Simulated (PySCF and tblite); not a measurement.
C8H12, numbered as in [CH:1]#[C:2][CH:3]1[CH2:4][CH2:5][CH2:6][CH2:7][CH2:8]1.

Level: CAM-B3LYP-D3(BJ)/def2-SVPD (IEF-PCM, chloroform)//PBE0-D3(BJ)/def2-SVP, thermal terms from GFN2-xTB, symmetry numbers and mirror pairs counted. Conformers within 3 kcal/mol (GFN2-xTB free energy) were kept, 8 at most. GIAO shieldings: PBE0/pcSseg-1 (IEF-PCM, chloroform). Shifts are against TMS (¹H), TMS (¹³C) at the same level. Run with PySCF (density fitting) and tblite.

The 6-ring runs over atoms 3–4–5–6–7–8.

```tsv
conformer	shape	weight %	dipole D
1	6-ring chair (all substituents equatorial)	75.3	1.22
2	6-ring chair (C2 axial)	24.7	1.00
```

(1) How do the computed shifts compare with measured ones?

## Answers

(1) 
```tsv
nucleus	signal	leading conformer	average	measured	medium
¹³C	C1	74.4	74.9	68.3	not stated per compound (mostly CDCl3 or CCl4)
¹³C	C2	94.7	94.4	88.7	not stated per compound (mostly CDCl3 or CCl4)
```

Measured values: Pretsch, Buehlmann, Badertscher, Structure Determination of Organic Compounds, 4th ed. (2009). Mean difference for ¹³C: 6.15 ppm, scatter 0.45 ppm. The computed shifts are unscaled and lack vibrational corrections.
